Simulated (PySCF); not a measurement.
PySCF 2.14 output of an unrestricted PBE calculation on a single atom or ion in x2c-QZVPPall with one added diffuse shell each of s, p, d type (5s4p3d1f, 39 functions), with scalar relativity by spin-free X2C-1e:

```
SCF conv_tol = 1e-09
number electrons alpha = 1  beta = 1
    J. P. Perdew, K. Burke, and M. Ernzerhof.,  Phys. Rev. Lett. 77, 3865 (1996)
    J. P. Perdew, K. Burke, and M. Ernzerhof.,  Phys. Rev. Lett. 78, 1396 (1997)
    J. P. Perdew, K. Burke, and M. Ernzerhof.,  Phys. Rev. Lett. 77, 3865 (1996)
    J. P. Perdew, K. Burke, and M. Ernzerhof.,  Phys. Rev. Lett. 78, 1396 (1997)
cycle= 1 E= -0.524890690097505  delta_E= -0.00145  |g|= 0.00909  |ddm|= 0.238
cycle= 2 E= -0.524574656910582  delta_E= 0.000316  |g|= 0.0158  |ddm|= 0.0955
cycle= 3 E= -0.525031968156512  delta_E= -0.000457  |g|= 0.000418  |ddm|= 0.0656
cycle= 4 E= -0.525032271831571  delta_E= -3.04e-07  |g|= 2.86e-05  |ddm|= 0.00164
cycle= 5 E= -0.525032273266902  delta_E= -1.44e-09  |g|= 6.72e-08  |ddm|= 0.000104
cycle= 6 E= -0.52503227326691  delta_E= -7.77e-15  |g|= 1.85e-09  |ddm|= 2.28e-07
converged SCF energy = -0.52503227326691  <S^2> = -2.220446e-15  2S+1 = 1
```

The run itself started from symmetry-adapted Hartree-Fock orbitals and held the occupation by maximum overlap, on a logarithmic radial grid, so the iterations belong to that start.

Task: Which element, charge and spin multiplicity is this?

Result: H⁻ (hydrogen, charge -1), multiplicity 1; the state was 1s2, closed-shell 1S.

At PBE the highest occupied level has a positive energy, so only the finite basis holds that electron; in a semilocal or global hybrid functional this comes from self-interaction and does not mean that the real anion is unbound.
